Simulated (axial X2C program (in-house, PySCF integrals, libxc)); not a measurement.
Nuclear properties of RuI⁻

Calculated with an in-house all-electron X2C program for linear molecules (integrals from PySCF): two-component X2C with atomic mean-field Coulomb and Gaunt terms, Gaussian nuclei, basis I dyall-acv3z, Ru dyall-acv3z with contracted cores.

R = 2.778 Å (near the PBE0 minimum at charge -1 of the determinant lowest at the starting distance; the state shown can have its own minimum elsewhere).

Determinant lowest in the PBE0 search, Ω = 4 (⟨Sz⟩ = 1.99, ⟨Lz⟩ = 2.01 at PBE0), spin on the atoms I 0.04, Ru 1.95:

```csv
level,Eeff magnitude (GV/cm),Ws magnitude I (kHz),Ws magnitude Ru (kHz),A∥/gI I (MHz),qzz I (a.u.),A∥/gI Ru (MHz),qzz Ru (a.u.)
PBE0,6.61,0.479,0.499,43.9,2.22,481,-0.98
HF,4.68,0.247,0.442,22.6,1.60,289,-1.94
B3LYP,6.95,0.526,0.506,50.7,2.23,484,-0.75
r2SCAN,7.7,0.61,0.533,54.9,2.08,472,-0.93
BP86,6.76,0.539,0.472,49.6,2.11,513,-0.55
```

Determinant 0.13 eV from it at PBE0 and this distance, Ω = 5 (⟨Sz⟩ = 1.99, ⟨Lz⟩ = 3.01 at PBE0), spin on the atoms I 0.05, Ru 1.94:

| level | Eeff magnitude (GV/cm) | Ws magnitude I (kHz) | Ws magnitude Ru (kHz) | A∥/gI I (MHz) | qzz I (a.u.) | A∥/gI Ru (MHz) | qzz Ru (a.u.) |
| --- | --- | --- | --- | --- | --- | --- | --- |
| PBE0 | 5.92 | 0.361 | 0.347 | 52.2 | 2.20 | 592 | -0.23 |
| HF | 3.85 | 0.162 | 0.298 | 23.9 | 1.39 | 404 | -0.53 |
| B3LYP | 6.28 | 0.394 | 0.354 | 58.9 | 2.19 | 600 | -0.16 |
| r2SCAN | 6.83 | 0.449 | 0.374 | 66.7 | 1.92 | 629 | -0.29 |
| BP86 | 6.07 | 0.405 | 0.327 | 68.1 | 2.28 | 637 | -0.18 |

Eeff is the effective electric field on the electron electric dipole moment in this Ω state and Ws the scalar–pseudoscalar constant of the nucleus named (defined with the proton number Z and per Ω); A∥ (defined per Ω) follows by multiplying with gI = μI/(I μN); qzz is the electric field gradient, eQq0 = 234.96 MHz × Q/barn × qzz. The operators were transformed with the bare-nucleus X2C matrices; with these basis sets, hyperfine constants and field gradients can be off by tens of per cent, and where levels differ in sign neither size nor sign is settled.

(1) With Q(127I) = -0.68822 barn, gI(101Ru) = -0.2880 (g factors from the IAEA table of nuclear moments by Stone; Q from Pyykkö, Mol. Phys. 2018), turn the PBE0 values of the first state into constants in MHz.

Each state is one determinant with collinear spin, which with several unpaired electrons need not be a pure state. Unrestricted Hartree–Fock can overshoot spin polarisation at the nuclei. For an anion, determinants above electron detachment, or with a positive highest level, are held by the basis set. With several open shells hyperfine constants can be off by a factor of several. Open-shell Ω = 0 determinants with evenly filled partner blocks cannot be reached by this program, so the Ω shown need not be the lowest component. States lie within half an eV, so the first need not be the ground state. Further determinants of the search, some of them spin-mixed, are not shown. Where a field gradient or hyperfine factor spreads by more than a factor of two over the levels, a constant derived from it is not to be relied on. PBE0 term energies can be off by some tenths of an eV.

Results:

(1) eQq0(127I) = 234.96 × (-0.68822) × (2.22) = -359 MHz; A∥(101Ru) = 481 × -0.2880 = -139 MHz.
